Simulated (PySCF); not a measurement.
## Löwdin shares of the frontier orbitals

Compound: C6H10P2.
Structure used (GFN2-xTB), in Å, numbered top down from 1:
```
atom  x, y, z in Å
C1    -3.7229    0.7557    1.3839
C2    -3.2968    0.3980    0.3236
C3    -2.7380   -0.0321   -0.9349
P4    -1.0208    0.6869   -1.1630
C5    -0.1790   -0.2683    0.1224
C6     1.1121   -0.5781    0.0276
P7     2.0586   -0.2519   -1.4822
C8     3.7391   -0.0960   -0.7235
H9    -4.1210    1.0604    2.3052
H10   -2.6856   -1.1251   -0.9701
H11   -3.3606    0.3271   -1.7601
H12   -0.6700   -0.1655   -2.2232
H13   -0.7543   -0.4674    1.0203
H14    1.6197   -1.1372    0.8059
H15    1.7767    1.1211   -1.5214
H16    3.7171    0.5496    0.1528
H17    4.4224    0.3155   -1.4645
H18    4.0944   -1.0863   -0.4401
```

The calculation used PySCF 2.14.0, density-fitted response routines, TDDFT wB97X-D/def2-SVPD, vertical, gas phase, core orbitals frozen in the response.

Kohn–Sham orbitals with the atoms that hold most of them (Löwdin shares over 4%, at most four atoms; ? is withheld):

```json
{"orbital": "HOMO-3", "ε (eV)": "-9.85", "atoms": "C1 35%, C2 34%, C3 6%, C6 4%"}
{"orbital": "HOMO-2", "ε (eV)": "-9.68", "atoms": "C1 36%, C2 34%, P4 8%, C3 8%"}
{"orbital": "HOMO-1", "ε (eV)": "-9.18", "atoms": "?"}
{"orbital": "HOMO", "ε (eV)": "?", "atoms": "?"}
{"orbital": "LUMO", "ε (eV)": "1.19", "atoms": "C6 26%, C5 25%, P4 13%, P7 12%"}
{"orbital": "LUMO+1", "ε (eV)": "2.03", "atoms": "P4 21%, P7 10%, H12 9%, C3 9%"}
{"orbital": "LUMO+2", "ε (eV)": "2.09", "atoms": "P7 15%, P4 12%, C8 10%, C3 10%"}
```

Give the leading atoms of the HOMO-1.

P4 (bonded to 2 C and H) 31%; P7 (bonded to 2 C and H) 28%; C3 (bonded to C, P and 2 H) 7%; C6 (bonded to C, P and H) 7%. By element: phosphorus 58%, carbon 13% or more.

Give the leading atoms of the HOMO.

P7 (bonded to 2 C and H) 27%; P4 (bonded to 2 C and H) 20%; C5 (bonded to C, P and H) 16%; C6 (bonded to C, P and H) 16%. By element: phosphorus 47%, carbon 33% or more.

What is the HOMO energy, and the HOMO–LUMO gap?

ε(HOMO) = -8.18 eV; the gap is 9.37 eV (0.3443 hartree).

How does S1 compare with the orbital gap of 9.37 eV?

S1 is at 5.31 eV (f = 0.313), 4.06 eV below the gap, made of HOMO→LUMO (94%). Without the coupling terms of the response equations the lowest excitation would equal the gap.

Give energy, strength and leading configuration of S1, S2 and S3, and follow the Löwdin shares of the leading atoms from the occupied to the empty orbital.

- S1 (5.31 eV, f 0.313), HOMO→LUMO (94%): P7 27% → 12%, P4 20% → 13%, C6 16% → 26%, C5 16% → 25%
- S2 (5.90 eV, f 0.043), HOMO→LUMO+1 (76%): P7 27% → 10%, P4 20% → 21%
- S3 (6.21 eV, f 0.053), HOMO-1→LUMO (91%): P4 31% → 13%, P7 28% → 12%, C6 7% → 26%, C5 at most 7% → 25%

Löwdin shares depend on the basis, the more so with diffuse functions.

One conformer stands for the species.
